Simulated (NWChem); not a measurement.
Molecule: C$_{5}$H$_{7}$O, doublet; SMILES O=C1[CH]CCC1

```xyz
13

O     -0.0392     2.1368     0.0629
C     -0.0361     0.9174    -0.0008
C     -1.1929     0.0501     0.0271
C     -0.8006    -1.3736    -0.1038
C      0.7106    -1.3754     0.2085
C      1.1955     0.0276    -0.1618
H     -2.2149     0.4318     0.0802
H     -1.3853    -2.0495     0.5425
H     -0.9941    -1.7202    -1.1407
H      0.8527    -1.5420     1.2883
H      1.2493    -2.1788    -0.3137
H      1.5140     0.0862    -1.2181
H      2.0332     0.4016     0.4439
```
Atoms are numbered in this order, from 1.

All runs: NWChem. Pople sets run with spherical d functions. Spin-unrestricted. All runs use the structure optimised with PBE0/def2-SVP, spin-unrestricted. No frequency run checked for a minimum. No stability test was run on the SCF state. Level TPSS/6-31G*: single points from the atomic guess with DIIS by default; each run changes one setting, and all converged runs end within 0.3 mHa of each other. NWChem's automatic level shift, which a small gap switches on, acted in some of these runs.

Problem. Which setting needs the most SCF iterations, or fails (core-Hamiltonian guess; DIIS on 3 Fock matrices; no DIIS, 40 % damping; level shift of 0.5 Ha throughout; defaults)?

Solution. no DIIS, 40 % damping, which doesn't converge.
```json
[
 {"setting": "defaults", "SCF iterations": "11"},
 {"setting": "core-Hamiltonian guess", "SCF iterations": "53"},
 {"setting": "level shift of 0.5 Ha throughout", "SCF iterations": "76"},
 {"setting": "DIIS on 3 Fock matrices", "SCF iterations": "11"},
 {"setting": "no DIIS, 40 % damping", "SCF iterations": "not converged in 200"}
]
```
